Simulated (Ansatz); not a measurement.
Coupled-cluster run, CH6N2SiZn (`[NH2][Zn][N]1C[SiH2]1`).

```yaml
crystal:
  periodic: [false, false, false]
  atoms:
    - {symbol: N, position_ang: [-0.106668, 3.163194, 0.366532]}
    - {symbol: Zn, position_ang: [0.016598, 1.372647, 0.115449]}
    - {symbol: N, position_ang: [0.054575, -0.415360, -0.075512]}
    - {symbol: C, position_ang: [-0.796299, -1.536871, 0.416852]}
    - {symbol: Si, position_ang: [0.654754, -1.899510, -0.634537]}
    - {symbol: H, position_ang: [0.634172, 3.608184, 0.889312]}
    - {symbol: H, position_ang: [-0.302608, 3.730849, -0.445587]}
    - {symbol: H, position_ang: [-1.806802, -1.590129, 0.009899]}
    - {symbol: H, position_ang: [-0.768519, -1.727805, 1.490322]}
    - {symbol: H, position_ang: [0.509062, -2.259639, -2.066343]}
    - {symbol: H, position_ang: [1.911735, -2.445560, -0.066378]}
basis:
  gaussian: {orbitals: def2-SVP}
correlation: {method: ccsd_t, frozen_orbitals: {C: 1, H: 0, "N": 1, Si: 5, Zn: 9}}
```

```sh
$ ansatz run in.yaml --threads 4 --pin off --events-out ev --progress --plain --max-ram 10444MiB
```

The program prints (abridged):

```
Functional definition: HF
1207 factors; integrals over basis functions are off by at most 9.7e-4 eV
mean field evaluation 1: about -60309.2559 eV, gradient 4.6e1 eV
mean field evaluation 2: about -60309.3589 eV, gradient 4.6e1 eV
mean field evaluation 4: about -60314.1045 eV, gradient 4.1e0 eV
mean field evaluation 8: about -60314.1649 eV, gradient 3.3e-1 eV
mean field -60314.16542765 eV, -2216.5046970563 hartree, gradient 1.1e-6 eV, S^2 0.000000; 0 other end points of the search recorded, 0 dependent functions left out
17 core orbitals not correlated: weight in the atoms' cores, before any rotation towards them, 1.000 or more for the frozen orbitals, at most 0.000 for the correlated occupied ones
reference -60314.16542765 eV, -2216.5046970563 hartree; 18, 18 occupied and 86, 86 virtual orbitals, 1207 factors
second order -23.98547710 eV of doubles, -0.00000000 eV of singles
cycle   1  -23.62395037 eV  change    3.6e-1 eV  update   1.3e-1
cycle   2  -24.31780633 eV  change   -6.9e-1 eV  update   4.2e-2
cycle   3  -24.48499801 eV  change   -1.7e-1 eV  update   2.2e-2
cycle   4  -24.47875215 eV  change    6.2e-3 eV  update   6.0e-3
cycle   5  -24.47352076 eV  change    5.2e-3 eV  update   2.7e-3
cycle   6  -24.47376731 eV  change   -2.5e-4 eV  update   8.5e-4
cycle   7  -24.47332460 eV  change    4.4e-4 eV  update   3.1e-4
cycle   8  -24.47317900 eV  change    1.5e-4 eV  update   1.3e-4
cycle   9  -24.47320360 eV  change   -2.5e-5 eV  update   5.8e-5
cycle  10  -24.47321680 eV  change   -1.3e-5 eV  update   2.5e-5
perturbative correction -0.74712516 eV, -0.0274563431 hartree
Total energy: -60339.38576961 eV, -2217.4315275284 hartree
```

Hardware: 4 threads of an Intel Xeon Platinum 8488C on a shared host. Wall time 4.5 s, peak host memory 0.66 GiB.

The correlation energy is -25.220 eV, 3.0 % of it from (T); the T1 diagnostic reads 0.0141.
